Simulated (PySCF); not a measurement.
Compound: C₄H₇B.
SMILES with atom numbers: `[BH2:1]/[CH:2]=[CH:3]\[CH:4]=[CH2:5]` (hydrogens: H6, H7 on B1; H8 on C2; H9 on C3; H10 on C4; H11, H12 on C5)

Method: PySCF 2.14.0, PBE0-D3(BJ)/def2-SVP geometry optimisation, gas phase.

**Question.** What internal coordinates does the optimisation give?

**Answer.** 
```csv
bond,length (Å)
B1–C2,1.536
C2=C3,1.362
C3–C4,1.449
C4=C5,1.343
"B1–H6, B1–H7",1.210
C2–H8,1.096
C3–H9,1.099
C4–H10,1.093
C5–H11,1.095
C5–H12,1.093
```

Bonds in one row agree within 0.01 Å and their mean is given. A selection of angles:
```csv
angle,degrees
C2–B1–H6,121.8
C2–B1–H7,120.2
H6–B1–H7,118.0
B1–C2–C3,125.6
B1–C2–H8,119.1
C3–C2–H8,115.3
C2–C3–C4,126.9
C2–C3–H9,118.7
C4–C3–H9,114.4
C3–C4–C5,122.4
C3–C4–H10,117.6
C5–C4–H10,120.0
C4–C5–H11,121.2
C4–C5–H12,121.7
H11–C5–H12,117.1
```

Dihedral angles: B1–C2–C3–C4 0° (synperiplanar); C2–C3–C4–C5 180° (antiperiplanar).

The 3 C–C bonds span 1.343 Å (C4=C5, drawn double) to 1.449 Å (C3–C4, drawn single), a spread of 0.106 Å. The 5 heavy atoms lie in one plane (0.001 Å rms). B1 (three-coordinate boron) is planar (angles 121.8°, 120.2° and 118.0°, sum 360.0°, 0.00 Å off the plane of its three neighbours). Of the pairs four or more bonds apart, H6···H10 is among the closest relative to their van der Waals radii: 2.20 Å, 92 % of the sum of Bondi's values.

Point group: Cs (tolerance 0.08 Å). No frequency check. The numbers are those of one conformer.
